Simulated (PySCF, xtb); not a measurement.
1-hydroxysilylpropan-2-one (C3H8O2Si), SMILES O=C(C[SiH2]O)C. Other conformers were not sampled.

Harmonic wavenumbers (cm⁻¹) from GFN2-xTB (xtb) at its own minimum, in rising order: 63, 91, 122, 158, 244, 376, 441, 503, 515, 559, 607, 686, 710, 787, 810, 881, 898, 937, 966, 985, 1102, 1143, 1226, 1367, 1450, 1458, 1463, 1708, 2256, 2325, 3007, 3019, 3025, 3048, 3052, 3444.

### Question
What does PBE0-D3(BJ)/def2-SVP run with PySCF 2.14.0 give at its own minimum? (The exact figures need the calculation; the answer reports its results.)

### Answer
52, 100, 148, 192, 257, 371, 501, 532, 567, 600, 707, 731, 775, 833, 885, 930, 950, 987, 997, 1039, 1125, 1131, 1271, 1369, 1420, 1429, 1444, 1814, 2213, 2257, 3059, 3078, 3148, 3157, 3202, 3710. Paired by order, the mean absolute difference is 55 cm⁻¹ and the zero-point energies are 65.0 and 67.2 kcal/mol.
